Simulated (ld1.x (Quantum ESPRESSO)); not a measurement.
# Building the TM potential for osmium (Os) (PBE, scalar-relativistic).

The input file (ld1.x (Quantum ESPRESSO) 7.5):

```
&input
   title='Os', zed=76., rel=1, dft='PBE', iswitch=3,
   config='[Xe] 4f14 5d6 6s2 6p0',
   nld=3, rlderiv=2.65, eminld=-6.0, emaxld=5.0, deld=0.02
 /
 &inputp
   pseudotype=2, tm=.true., lloc=2,
   nlcc=.false.,
   file_pseudopw='Os.UPF', file_wfcaegen='ae.wfc', file_wfcncgen='nc.wfc', file_beta='beta', file_chi='chi'
 /
3
6S  1  0   2.00   0.00  2.45  2.45  0.0
5P  2  1   6.00   0.00  1.95  1.95  0.0
5D  3  2   6.00   0.00  1.50  1.50  0.0
 &test
   configts(1)='5p6 5d6 6s2 6p0'
 /
```

Command:

```bash
ld1.x < Os.in > Os.out
```

Output (shortened: banner, matrices, multipoles, cross overlaps and the repeated all-electron block are left out):

```
Program LD1 v.7.5
     --------------------------- All-electron run ----------------------------

     Os
     scalar relativistic calculation

     atomic number is 76.00
     dft =PBE   lsd =0 sic =0 latt =0  beta=0.20 tr2=1.0E-14
     Exchange-correlation= PBE
                           (   1   4   3   4   0   0   0)
     mesh =1275 r(mesh) =  98.91557 a.u. xmin = -7.00 dx = 0.01250
     1 Ry =  13.60569312 eV, c = 137.03599908

     n l     nl                  e(Ry)          e(Ha)          e(eV)
     1 0     1S 1( 2.00)     -5430.1462     -2715.0731    -73880.9027
     2 0     2S 1( 2.00)      -945.6987      -472.8494    -12866.8869
     2 1     2P 1( 6.00)      -823.3600      -411.6800    -11202.3830
     3 0     3S 1( 2.00)      -220.0785      -110.0393     -2994.3208
     3 1     3P 1( 6.00)      -184.1637       -92.0819     -2505.6750
     4 0     4S 1( 2.00)       -46.4449       -23.2225      -631.9155
     4 1     4P 1( 6.00)       -34.6678       -17.3339      -471.6795
     3 2     3D 1(10.00)      -144.0773       -72.0387     -1960.2717
     5 0     5S 1( 2.00)        -6.7289        -3.3645       -91.5514
     5 1     5P 1( 6.00)        -3.7366        -1.8683       -50.8392
     4 2     4D 1(10.00)       -20.0549       -10.0275      -272.8609
     4 3     4F 1(14.00)        -3.8204        -1.9102       -51.9789
     5 2     5D 1( 6.00)        -0.4597        -0.2299        -6.2549
     6 0     6S 1( 2.00)        -0.4518        -0.2259        -6.1465
     6 1     6P 1( 0.00)        -0.0933        -0.0466        -1.2693

     final scf error:  2.3E-15 reached in  25 iterations

     Etot =  -34507.716204 Ry,  -17253.858102 Ha, -469501.397053 eV

     Ekin =   38256.971299 Ry,   19128.485650 Ha,  520512.611315 eV
     Encl =  -85532.524043 Ry,  -42766.262022 Ha,-1163729.274171 eV
     Eh   =   13444.156886 Ry,    6722.078443 Ha,  182917.072883 eV
     Exc  =    -676.320346 Ry,    -338.160173 Ha,   -9201.807080 eV

     normalization and overlap integrals

     s(1S/1S) =  1.000000  <r> =   0.0177  <r2> =    0.0004  r(max) =   0.0110
     s(2S/2S) =  1.000000  <r> =   0.0749  <r2> =    0.0066  r(max) =   0.0636
     s(2P/2P) =  1.000000  <r> =   0.0673  <r2> =    0.0055  r(max) =   0.0520
     s(3S/3S) =  1.000000  <r> =   0.1939  <r2> =    0.0430  r(max) =   0.1794
     s(3P/3P) =  1.000000  <r> =   0.1945  <r2> =    0.0439  r(max) =   0.1772
     s(4S/4S) =  1.000000  <r> =   0.4318  <r2> =    0.2104  r(max) =   0.4042
     s(4P/4P) =  1.000000  <r> =   0.4594  <r2> =    0.2400  r(max) =   0.4250
     s(3D/3D) =  1.000000  <r> =   0.1762  <r2> =    0.0364  r(max) =   0.1450
     s(5S/5S) =  1.000000  <r> =   1.0059  <r2> =    1.1360  r(max) =   0.9110
     s(5P/5P) =  1.000000  <r> =   1.1696  <r2> =    1.5498  r(max) =   1.0323
     s(4D/4D) =  1.000000  <r> =   0.4890  <r2> =    0.2767  r(max) =   0.4357
     s(4F/4F) =  1.000000  <r> =   0.5565  <r2> =    0.3822  r(max) =   0.4042
     s(5D/5D) =  1.000000  <r> =   1.8168  <r2> =    3.9997  r(max) =   1.3590
     s(6S/6S) =  1.000000  <r> =   2.9803  <r2> =   10.1824  r(max) =   2.4763
     s(6P/6P) =  1.000000  <r> =   4.6965  <r2> =   26.2011  r(max) =   3.5582

     ------------------------ End of All-electron run ------------------------

     --------------------- Generating NC pseudopotential ---------------------

      Generating local pot.: lloc=2, matching radius rcloc =   1.5000

      Wfc   6S  rcut= 2.446  Using Troullier-Martins method

      Wfc   5P  rcut= 1.953  Using Troullier-Martins method

     ------------------- End of pseudopotential generation -------------------

     Computing logarithmic derivative in   2.65259
     Message from routine run_pseudo:
     Warning: convergence not achieved
     Computing logarithmic derivative in   2.65259
     Computing the partial wave expansion
     R is outside the sphere for l=    0 j= 0.00
     R is outside the sphere for l=    1 j= 0.00
       no projector for channel:   2

     ---------------------- Testing the pseudopotential ----------------------

     Os
     scalar relativistic calculation

     atomic number is 76.00   valence charge is 14.00
     dft =PBE   lsd =0 sic =0 latt =0  beta=0.20 tr2=1.0E-14
     mesh =1275 r(mesh) =  98.91557 xmin = -7.00 dx = 0.01250

     n l     nl             e AE (Ry)        e PS (Ry)    De AE-PS (Ry)
     2 1     5P   1( 6.00)       -3.73661       -3.73661       -0.00000
     3 2     5D   1( 6.00)       -0.45972       -0.45972       -0.00001
     1 0     6S   1( 2.00)       -0.45176       -0.45176        0.00000
     3 1     6P   1( 0.00)       -0.09329       -0.07525       -0.01804  !

     eps = 1.8E-10  iter =201

     Etot =  -34507.716204 Ry,  -17253.858102 Ha, -469501.397053 eV
     Etotps =  -129.346871 Ry,     -64.673436 Ha,   -1759.853840 eV

     Ekin =      49.281850 Ry,      24.640925 Ha,     670.513728 eV
     Encl =    -272.864298 Ry,    -136.432149 Ha,   -3712.507897 eV
     Ehrt =     107.641944 Ry,      53.820972 Ha,    1464.543262 eV
     Ecxc =     -14.573243 Ry,      -7.286622 Ha,    -198.279073 eV
     Epseu=       1.166875 Ry,       0.583437 Ha,      15.876140 eV

     ---------------------- End of pseudopotential test ----------------------
```

Note: ghost state, extra bound levels that the all-electron valence spectrum of the same l lacks: s at -49.0 eV. A true bound ghost makes a file unfit for plane-wave use.

Generation and configuration tests took about 3.9 s on one core of a shared server CPU.

Transferability test of the new file with ld1.x, input:

```
&input
   title='Os', zed=76., rel=1, dft='PBE', iswitch=2,
   config='[Xe] 4f14 5d6 6s2 6p0'
 /
 &test
   file_pseudo='Os.UPF', nconf=8,
   configts(1)='5p6 5d6 6s2 6p0',
   configts(2)='5p6 5d6 6s1 6p0',
   configts(3)='5p6 5d6 6s0 6p0',
   configts(4)='5p6 5d5 6s0 6p0',
   configts(5)='5p6 5d6 6s0 6p2',
   configts(6)='5p5 5d6 6s2 6p0',
   configts(7)='5p6 5d5 6s2 6p1',
   configts(8)='5p6 5d7 6s1 6p0'
 /
```

```bash
ld1.x < Os.test.in > Os.test.out
```

Pseudopotential blocks of its output, shortened (energy terms left out; the distinct warnings before each block abridged to one line each):

```
     Warning: convergence not achieved
     ---------------------- Testing the pseudopotential ----------------------

     n l     nl             e AE (Ry)        e PS (Ry)    De AE-PS (Ry)
     2 1     5P   1( 6.00)       -3.73661       -3.73661       -0.00000
     3 2     5D   1( 6.00)       -0.45972       -0.45972       -0.00001
     1 0     6S   1( 2.00)       -0.45176       -0.45176        0.00000
     3 1     6P   1( 0.00)       -0.09329       -0.07525       -0.01804  !

     eps = 1.1E-10  iter =201

     Etot =  -34507.716204 Ry,  -17253.858102 Ha, -469501.397053 eV
     Etotps =  -129.346871 Ry,     -64.673436 Ha,   -1759.853840 eV

     ---------------------- End of pseudopotential test ----------------------

          Warning: convergence not achieved
     ---------------------- Testing the pseudopotential ----------------------

     n l     nl             e AE (Ry)        e PS (Ry)    De AE-PS (Ry)
     2 1     5P   1( 6.00)       -4.33036       -4.32435       -0.00601  !
     3 2     5D   1( 6.00)       -1.03916       -1.03753       -0.00162
     1 0     6S   1( 1.00)       -0.96585       -0.96679        0.00094
     3 1     6P   1( 0.00)       -0.52175       -0.48664       -0.03511  !

     eps = 5.4E-08  iter =201

     Etot =  -34507.012330 Ry,  -17253.506165 Ha, -469491.820349 eV
     Etotps =  -128.642299 Ry,     -64.321150 Ha,   -1750.267649 eV
     dEtot_ae =       0.703875 Ry
     dEtot_ps =       0.704572 Ry,   Delta E=      -0.000697 Ry

     ---------------------- End of pseudopotential test ----------------------

          ---------------------- Testing the pseudopotential ----------------------

     n l     nl             e AE (Ry)        e PS (Ry)    De AE-PS (Ry)
     2 1     5P   1( 6.00)       -5.00008       -4.98609       -0.01400  !
     3 2     5D   1( 6.00)       -1.68483       -1.68081       -0.00401
     1 0     6S   1( 0.00)       -1.52855       -1.53067        0.00212
     3 1     6P   1( 0.00)       -1.01023       -0.95731       -0.05292  !

     eps = 7.3E-15  iter =  8

     Etot =  -34505.769134 Ry,  -17252.884567 Ha, -469474.905810 eV
     Etotps =  -127.397157 Ry,     -63.698579 Ha,   -1733.326627 eV
     dEtot_ae =       1.947070 Ry
     dEtot_ps =       1.949714 Ry,   Delta E=      -0.002644 Ry

     ---------------------- End of pseudopotential test ----------------------

          ---------------------- Testing the pseudopotential ----------------------

     n l     nl             e AE (Ry)        e PS (Ry)    De AE-PS (Ry)
     2 1     5P   1( 6.00)       -5.97399       -5.96253       -0.01146  !
     3 2     5D   1( 5.00)       -2.57129       -2.56632       -0.00498
     1 0     6S   1( 0.00)       -2.23706       -2.23546       -0.00161
     3 1     6P   1( 0.00)       -1.62213       -1.53776       -0.08437  !

     eps = 7.5E-15  iter =  8

     Etot =  -34503.648948 Ry,  -17251.824474 Ha, -469446.059214 eV
     Etotps =  -125.281223 Ry,     -62.640611 Ha,   -1704.537868 eV
     dEtot_ae =       4.067256 Ry
     dEtot_ps =       4.065649 Ry,   Delta E=       0.001607 Ry

     ---------------------- End of pseudopotential test ----------------------

          ---------------------- Testing the pseudopotential ----------------------

     n l     nl             e AE (Ry)        e PS (Ry)    De AE-PS (Ry)
     2 1     5P   1( 6.00)       -3.98647       -4.02047        0.03399  !
     3 2     5D   1( 6.00)       -0.68651       -0.72492        0.03841  !
     1 0     6S   1( 0.00)       -0.61347       -0.64437        0.03089  !
     3 1     6P   1( 2.00)       -0.20604       -0.19910       -0.00694  !

     eps = 5.2E-15  iter = 13

     Etot =  -34506.947840 Ry,  -17253.473920 Ha, -469490.942920 eV
     Etotps =  -128.521964 Ry,     -64.260982 Ha,   -1748.630397 eV
     dEtot_ae =       0.768365 Ry
     dEtot_ps =       0.824908 Ry,   Delta E=      -0.056543 Ry

     ---------------------- End of pseudopotential test ----------------------

          Warning: convergence not achieved
     ---------------------- Testing the pseudopotential ----------------------

     n l     nl             e AE (Ry)        e PS (Ry)    De AE-PS (Ry)
     2 1     5P   1( 5.00)       -4.66496       -4.69198        0.02702  !
     3 2     5D   1( 6.00)       -1.26416       -1.27143        0.00726  !
     1 0     6S   1( 2.00)       -1.06114       -1.05431       -0.00682  !
     3 1     6P   1( 0.00)       -0.57353       -0.52822       -0.04531  !

     eps = 3.6E-10  iter =201

     Etot =  -34503.532921 Ry,  -17251.766461 Ha, -469444.480588 eV
     Etotps =  -125.145849 Ry,     -62.572925 Ha,   -1702.696024 eV
     dEtot_ae =       4.183283 Ry
     dEtot_ps =       4.201022 Ry,   Delta E=      -0.017739 Ry

     ---------------------- End of pseudopotential test ----------------------

          Warning: convergence not achieved
     ---------------------- Testing the pseudopotential ----------------------

     n l     nl             e AE (Ry)        e PS (Ry)    De AE-PS (Ry)
     2 1     5P   1( 6.00)       -4.05080       -4.08444        0.03364  !
     3 2     5D   1( 5.00)       -0.70918       -0.73609        0.02691  !
     1 0     6S   1( 2.00)       -0.59522       -0.61175        0.01653  !
     3 1     6P   1( 1.00)       -0.17682       -0.16067       -0.01616  !

     eps = 5.3E-08  iter =201

     Etot =  -34507.267514 Ry,  -17253.633757 Ha, -469495.292304 eV
     Etotps =  -128.868672 Ry,     -64.434336 Ha,   -1753.347601 eV
     dEtot_ae =       0.448691 Ry
     dEtot_ps =       0.478200 Ry,   Delta E=      -0.029509 Ry

     ---------------------- End of pseudopotential test ----------------------

          Warning: convergence not achieved
     ---------------------- Testing the pseudopotential ----------------------

     n l     nl             e AE (Ry)        e PS (Ry)    De AE-PS (Ry)
     2 1     5P   1( 6.00)       -3.57437       -3.56638       -0.00799  !
     3 2     5D   1( 7.00)       -0.34575       -0.34463       -0.00112
     1 0     6S   1( 1.00)       -0.39912       -0.40133        0.00221
     3 1     6P   1( 0.00)       -0.07264       -0.05916       -0.01348  !

     eps = 2.1E-10  iter =201

     Etot =  -34507.692899 Ry,  -17253.846450 Ha, -469501.079967 eV
     Etotps =  -129.321395 Ry,     -64.660698 Ha,   -1759.507215 eV
     dEtot_ae =       0.023305 Ry
     dEtot_ps =       0.025476 Ry,   Delta E=      -0.002171 Ry

     ---------------------- End of pseudopotential test ----------------------
```
